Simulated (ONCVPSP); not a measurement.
Reading a pseudo-wave (calcium (Ca))

Columns: radius, all-electron u(r) and pseudo u(r) of the 3p shell (level -28.34 eV) of calcium in the configuration [Ne] 3s2 3p6 4s1.75 4p0.25; Wu-Cohen, scalar-relativistic, ONCV scheme, ONCVPSP 4.0.1.

| r (bohr) | all-electron | pseudo |
| --- | --- | --- |
| 0.118 | -0.3756 | 0.0336 |
| 0.235 | -0.4536 | 0.1277 |
| 0.353 | -0.1979 | 0.2685 |
| 0.470 | 0.1517 | 0.4322 |
| 0.588 | 0.4697 | 0.5978 |
| 0.705 | 0.7050 | 0.7415 |
| 0.822 | 0.8554 | 0.8500 |
| 0.940 | 0.9326 | 0.9165 |
| 1.058 | 0.9519 | 0.9396 |
| 1.175 | 0.9306 | 0.9255 |
| 1.292 | 0.8832 | 0.8834 |
| 1.410 | 0.8198 | 0.8222 |
| 1.528 | 0.7484 | 0.7508 |
| 1.645 | 0.6753 | 0.6768 |
| 1.763 | 0.6026 | 0.6033 |
| 1.880 | 0.5340 | 0.5341 |
| 1.998 | 0.4695 | 0.4695 |
| 2.115 | 0.4112 | 0.4111 |
| 2.232 | 0.3585 | 0.3585 |
| 2.350 | 0.3112 | 0.3112 |
| 2.468 | 0.2695 | 0.2694 |
| 2.585 | 0.2331 | 0.2331 |
| 2.702 | 0.2014 | 0.2014 |
| 2.820 | 0.1736 | 0.1736 |
| 2.938 | 0.1495 | 0.1495 |
| 3.055 | 0.1287 | 0.1287 |

Task: How many radial nodes do the two functions have?

Result: The all-electron 3p function has n − l − 1 = 1; the pseudo-wave has 0, since the states of the same l below it are removed with the core.

Task: At about which radius was the pseudo-wave matched?

Result: 2.35 bohr. The columns agree to 0.0005 from 1.88 bohr on; several derivatives are matched, so the curves merge somewhat inside the radius.

Task: Where does each function peak?

Result: Outermost all-electron maximum near 1.06 bohr, pseudo maximum near 1.06 bohr (to the table’s step).

Task: Is the pseudo-wave norm-conserving?

Result: Yes: the ONCV scheme keeps the norm inside the radius equal to the all-electron one, which fixes the energy derivative of the logarithmic derivative at the level.
